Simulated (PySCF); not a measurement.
## Calculated data, CH3B2

All values are calculated (PySCF 2.14.0). Calculation on a computer-drawn molecule: vertical ionisation energy to the stated ion spin, frozen-core CCSD(T) at the basis limit and cheaper methods, single-reference cases, UHF for radicals, no spin-orbit; all values are single points at the evaluated structure, the first of each entry, which is the reference or a displaced copy of it and isn't optimised; the reference structure only sets the zero of the energies above reference; triples share is (T) over the correlation energy.

Common to all runs: charge 1; multiplicity 1; ion multiplicity 2; diffuse functions no; basis cc-pVnZ; reference is the Hartree-Fock double-zeta minimum; best is HF at quadruple zeta + MP2 correlation extrapolated from triple and quadruple zeta + CCSD(T) minus MP2 at triple zeta; basis step is the size of the change from the same recipe one zeta lower.

```json
{"entry": 1, "formula": "CH3B2", "evaluated_structure": {"atoms_angstrom": [["B", -1.8322, -0.7996, 1.237], ["C", -2.036, 0.5799, 0.8852], ["B", -1.5182, 1.0984, -0.3423], ["H", -1.6691, -2.2999, 1.6808], ["H", -2.5507, 1.1981, 1.5848], ["H", -1.1258, 1.5838, -1.3162]]}, "reference_structure": {"atoms_angstrom": [["B", -1.8551, -0.8017, 1.2507], ["C", -2.0197, 0.5595, 0.8817], ["B", -1.5245, 1.1265, -0.3221], ["H", -1.717, -1.9262, 1.5511], ["H", -2.5638, 1.2144, 1.5703], ["H", -1.1141, 1.5906, -1.3171]]}, "given": {"drawn_bonds_atom": [1, 2, 1, 2, 3], "drawn_bonds_other_atom": [2, 3, 4, 5, 6], "drawn_bonds_order": [2, 1, 1, 1, 1]}, "results": {"ionisation_energy_best [eV]": 16.93, "ionisation_energy_basis_step [eV]": 0.01872, "energy_above_reference_best [kcal/mol]": 29.11, "energy_above_reference_basis_step [kcal/mol]": 0.2063, "triple_zeta_method": ["HF", "PBE", "r2SCAN", "B3LYP", "wB97X", "MP2", "CCSD", "CCSD(T)"], "triple_zeta_ionisation_energy [eV]": [15.15, 17.06, 16.87, 16.91, 16.7, 16.85, 16.64, 16.83], "triple_zeta_energy_above_reference [kcal/mol]": [32.6, 27.24, 29.28, 29.74, 29.77, 30.32, 29.13, 28.66], "ionisation_energy_Koopmans_at_triple_zeta [eV]": 16.53, "ionisation_energy_EOM_CCSD_at_triple_zeta [eV]": 16.79, "total_energy_HF_triple_zeta [hartree]": -88.6217, "total_energy_CCSD(T)_triple_zeta [hartree]": -88.9772, "total_energy_best [hartree]": -89.0167, "T1_diagnostic_at_triple_zeta": 0.01544, "D1_diagnostic_at_triple_zeta": 0.03214, "ion_T1_diagnostic_at_triple_zeta": 0.01183, "ion_D1_diagnostic_at_triple_zeta": 0.02671, "ion_spin_squared_at_triple_zeta": 0.7561, "triples_share_at_triple_zeta": 0.04506, "basis_functions_triple_zeta": 132}}
{"entry": 2, "formula": "CH3B2", "evaluated_structure": {"atoms_angstrom": [["B", -1.9522, -0.817, 1.2918], ["C", -2.0284, 0.6191, 0.8539], ["B", -1.4694, 1.1922, -0.4251], ["H", -1.7295, -2.0258, 1.5145], ["H", -2.5182, 1.2169, 1.5999], ["H", -1.0904, 1.5802, -1.3238]]}, "reference_structure": {"atoms_angstrom": [["B", -1.8551, -0.8017, 1.2507], ["C", -2.0197, 0.5595, 0.8817], ["B", -1.5245, 1.1265, -0.3221], ["H", -1.717, -1.9262, 1.5511], ["H", -2.5638, 1.2144, 1.5703], ["H", -1.1141, 1.5906, -1.3171]]}, "given": {"drawn_bonds_atom": [1, 2, 1, 2, 3], "drawn_bonds_other_atom": [2, 3, 4, 5, 6], "drawn_bonds_order": [2, 1, 1, 1, 1]}, "results": {"ionisation_energy_best [eV]": 16.41, "ionisation_energy_basis_step [eV]": 0.01485, "energy_above_reference_best [kcal/mol]": 16.66, "energy_above_reference_basis_step [kcal/mol]": 0.6971, "triple_zeta_method": ["HF", "PBE", "r2SCAN", "B3LYP", "wB97X", "MP2", "CCSD", "CCSD(T)"], "triple_zeta_ionisation_energy [eV]": [14.59, 16.59, 16.37, 16.42, 16.17, 16.33, 16.12, 16.31], "triple_zeta_energy_above_reference [kcal/mol]": [17.38, 16.3, 17.22, 17.05, 17.62, 16.59, 16.45, 15.93], "ionisation_energy_Koopmans_at_triple_zeta [eV]": 15.87, "ionisation_energy_EOM_CCSD_at_triple_zeta [eV]": 16.26, "total_energy_HF_triple_zeta [hartree]": -88.6459, "total_energy_CCSD(T)_triple_zeta [hartree]": -88.9975, "total_energy_best [hartree]": -89.0366, "T1_diagnostic_at_triple_zeta": 0.01636, "D1_diagnostic_at_triple_zeta": 0.03856, "ion_T1_diagnostic_at_triple_zeta": 0.01205, "ion_D1_diagnostic_at_triple_zeta": 0.03284, "ion_spin_squared_at_triple_zeta": 0.7561, "triples_share_at_triple_zeta": 0.0458, "basis_functions_triple_zeta": 132}}
{"entry": 3, "formula": "CH3B2", "evaluated_structure": {"atoms_angstrom": [["B", -1.9522, -0.817, 1.2918], ["C", -2.0284, 0.6191, 0.8539], ["B", -1.4698, 1.1918, -0.4243], ["H", -1.7295, -2.0258, 1.5145], ["H", -2.5182, 1.2169, 1.5999], ["H", -1.0908, 1.5798, -1.323]]}, "reference_structure": {"atoms_angstrom": [["B", -1.8551, -0.8017, 1.2507], ["C", -2.0197, 0.5595, 0.8817], ["B", -1.5245, 1.1265, -0.3221], ["H", -1.717, -1.9262, 1.5511], ["H", -2.5638, 1.2144, 1.5703], ["H", -1.1141, 1.5906, -1.3171]]}, "given": {"drawn_bonds_atom": [1, 2, 1, 2, 3], "drawn_bonds_other_atom": [2, 3, 4, 5, 6], "drawn_bonds_order": [2, 1, 1, 1, 1]}, "results": {"ionisation_energy_best [eV]": 16.42, "ionisation_energy_basis_step [eV]": 0.01487, "energy_above_reference_best [kcal/mol]": 16.58, "energy_above_reference_basis_step [kcal/mol]": 0.6936, "triple_zeta_method": ["HF", "PBE", "r2SCAN", "B3LYP", "wB97X", "MP2", "CCSD", "CCSD(T)"], "triple_zeta_ionisation_energy [eV]": [14.6, 16.59, 16.38, 16.43, 16.17, 16.33, 16.12, 16.32], "triple_zeta_energy_above_reference [kcal/mol]": [17.3, 16.22, 17.14, 16.96, 17.53, 16.51, 16.37, 15.85], "ionisation_energy_Koopmans_at_triple_zeta [eV]": 15.88, "ionisation_energy_EOM_CCSD_at_triple_zeta [eV]": 16.26, "total_energy_HF_triple_zeta [hartree]": -88.6460, "total_energy_CCSD(T)_triple_zeta [hartree]": -88.9976, "total_energy_best [hartree]": -89.0367, "T1_diagnostic_at_triple_zeta": 0.01635, "D1_diagnostic_at_triple_zeta": 0.03853, "ion_T1_diagnostic_at_triple_zeta": 0.01204, "ion_D1_diagnostic_at_triple_zeta": 0.0328, "ion_spin_squared_at_triple_zeta": 0.756, "triples_share_at_triple_zeta": 0.04579, "basis_functions_triple_zeta": 132}}
{"entry": 4, "formula": "CH3B2", "evaluated_structure": {"atoms_angstrom": [["B", -1.9522, -0.817, 1.2918], ["C", -2.0284, 0.6191, 0.8539], ["B", -1.4472, 1.215, -0.476], ["H", -1.7295, -2.0258, 1.5145], ["H", -2.5182, 1.2169, 1.5999], ["H", -1.0682, 1.603, -1.3747]]}, "reference_structure": {"atoms_angstrom": [["B", -1.8551, -0.8017, 1.2507], ["C", -2.0197, 0.5595, 0.8817], ["B", -1.5245, 1.1265, -0.3221], ["H", -1.717, -1.9262, 1.5511], ["H", -2.5638, 1.2144, 1.5703], ["H", -1.1141, 1.5906, -1.3171]]}, "given": {"drawn_bonds_atom": [1, 2, 1, 2, 3], "drawn_bonds_other_atom": [2, 3, 4, 5, 6], "drawn_bonds_order": [2, 1, 1, 1, 1]}, "results": {"ionisation_energy_best [eV]": 16.21, "ionisation_energy_basis_step [eV]": 0.0136, "energy_above_reference_best [kcal/mol]": 22.49, "energy_above_reference_basis_step [kcal/mol]": 0.8993, "triple_zeta_method": ["HF", "PBE", "r2SCAN", "B3LYP", "wB97X", "MP2", "CCSD", "CCSD(T)"], "triple_zeta_ionisation_energy [eV]": [14.37, 16.38, 16.16, 16.22, 15.95, 16.12, 15.9, 16.11], "triple_zeta_energy_above_reference [kcal/mol]": [23.59, 21.89, 23.24, 23.02, 23.75, 22.46, 22.25, 21.53], "ionisation_energy_Koopmans_at_triple_zeta [eV]": 15.65, "ionisation_energy_EOM_CCSD_at_triple_zeta [eV]": 16.05, "total_energy_HF_triple_zeta [hartree]": -88.6360, "total_energy_CCSD(T)_triple_zeta [hartree]": -88.9886, "total_energy_best [hartree]": -89.0273, "T1_diagnostic_at_triple_zeta": 0.01697, "D1_diagnostic_at_triple_zeta": 0.04146, "ion_T1_diagnostic_at_triple_zeta": 0.01247, "ion_D1_diagnostic_at_triple_zeta": 0.03558, "ion_spin_squared_at_triple_zeta": 0.7564, "triples_share_at_triple_zeta": 0.04658, "basis_functions_triple_zeta": 132}}
```
